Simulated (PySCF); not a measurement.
## Correlation energy of As (arsenic, neutral)

[Ar] 3d10 4s2 4p3, high-spin 4S determinant. Computed with PySCF 2.14 in dyall-av3z (24s17p11d2f, 144 functions), with scalar relativity by spin-free X2C-1e. Frozen: [Ar] 3d10; 5 electrons correlated; the 62 highest virtual orbitals of each spin left out.

MP2 pair energies summed by pair of shells (mhartree):

| pair | energy | share (%) |
| --- | --- | --- |
| 4s-4p | -47.07 | 64.9 |
| 4p-4p | -15.53 | 21.4 |
| 4s-4s | -9.90 | 13.7 |

Total MP2 correlation energy: -72.50 mhartree.

Same-spin part -19.55 and opposite-spin part -52.95 mhartree; SCS-MP2 scales them by 1/3 and 6/5 to -70.05 mhartree.
